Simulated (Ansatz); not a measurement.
System: SiCl2, charge 1, doublet. SiCl2+ (parent SMILES Cl[Si]Cl, doublet).
B3LYP-D3(BJ)/def2-TZVP minimum from Ansatz (a program for electronic structure):
```
Si
Cl 1 1.9766
Cl 1 1.9766 2 122.13
```
Charge +1, spin multiplicity 2.

Hartree-Fock and MP2 correlation energies in hartree (Ansatz). Open shells are spin-unrestricted; no spin-orbit coupling. Cores are frozen in correlated methods. No relativity. The spin of Cl2Si+ (parent SMILES Cl[Si]Cl, doublet) was assumed, and the state is the lowest solution found for it.

```tsv
basis	X	E(HF)	E(corr, MP2)
cc-pV(T+d)Z	3	-1207.74288	-0.44259
cc-pV(Q+d)Z	4	-1207.75335	-0.48623
cc-pV(5+d)Z	5	-1207.75521	withheld
```

Question: Fit E(corr) = E∞ + A/X³ to X = 3 and 4, predict X = 5, and compare with the run.

Answer: A = (-0.44259 - (-0.48623))/(1/27 - 1/64) = 2.0381; E∞ = -0.48623 - A/64 = -0.51808; at X = 5, E∞ + A/125 = -0.50177. The run gave -0.50492, 3.15 mEh below the prediction. The same form on X = 4 and 5 gives E∞ = -0.52453, 6.45 mEh below the first estimate.
